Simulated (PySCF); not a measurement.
Computed Raman spectrum (relative Raman activity) of a molecule C2H7BO3. Geometry: B3LYP-D3(BJ)/def2-SVP. One conformer was computed; it need not be the lowest. Computed with B3LYP-D3(BJ)/def2-SVP (PySCF). Frequencies are harmonic and unscaled.

```tsv
ν (cm⁻¹)	relative intensity
427	2.5
527	2.3
1083	2.5
1100	2.5
1175	2.8
1239	6.5
1276	2.5
1316	2.5
1368	3.9
1405	4.1
1418	5.7
1440	10
1459	7.9
2914	88
2918	100
2984	72
3023	69
3804	33
3823	34
3831	90
```

Q: Which structure fits?
(A) CCOB(O)O
(B) COB(O)CO
(C) COCB(O)O
(D) OCB(O)CO

A: D, OCB(O)CO
